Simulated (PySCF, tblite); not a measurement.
Isomers of [C6H11O]+ (charge +1), one GFN2-xTB conformer each. Single-point energies are computed at PBE0/pcSseg-1 (PySCF, gas phase, no added dispersion term), electronic only.

Problem. Rank them by PBE0/pcSseg-1 energy, lowest first (kcal/mol).
A. `[CH3:1][CH2:2][CH:3]([C:4]#[O+:5])[CH2:6][CH3:7]` (charge +1) with C1–C2–C3–C4 -69°, C2–C3–C6–C7 -172°
B. `[CH2:1]=[CH:2][CH+:3][CH2:4][O:5][CH2:6][CH3:7]` (charge +1) with C1–C2–C3–C4 0°, C2–C3–C4–O5 1°, C3–C4–O5–C6 -179°, C4–O5–C6–C7 -168°
C. `[CH3:1][O:2]/[CH:3]=[CH:4]\[C+:5]([CH3:6])[CH3:7]` (charge +1) with C1–O2–C3–C4 180°

Solution. C (0.0), A (1.4), B (36.6).

Neighbours under 5.0 kcal/mol apart (CO/C=C\[C+](C)C and CCC(C#[O+])CC) can change places with a better method, another conformer or zero-point energy. GFN2-xTB itself gives, in the same order: 0.0, 11.0, 44.7. Both levels put the same isomer lowest; measured from each level's own lowest isomer, the values differ by up to 9.6 kcal/mol (CCC(C#[O+])CC: 11.0 against 1.4).

Problem. Which frontier levels and rotational constants go with these structures?

Solution. 
```csv
SMILES,"HOMO (eV, PBE0/pcSseg-1)",LUMO (eV),"A, B, C (MHz)"
CO/C=C\[C+](C)C,-12.72,-7.57,"6728, 1404, 1187"
CCC(C#[O+])CC,-14.45,-7.30,"3526, 1839, 1330"
C=C[CH+]COCC,-12.40,-9.00,"5120, 1462, 1165"
```

Problem. What happens when harmonic zero-point energies from GFN2-xTB frequencies are added?

Solution. 
| SMILES | ZPE (kcal/mol) | electronic (kcal/mol) | with ZPE (kcal/mol) |
| --- | --- | --- | --- |
| CO/C=C\[C+](C)C | 96.1 | 0.0 | 0.0 |
| CCC(C#[O+])CC | 97.6 | 1.4 | 2.9 |
| C=C[CH+]COCC | 94.4 | 36.6 | 35.0 |

The zero-point energies span 3.2 kcal/mol. The order is unchanged.
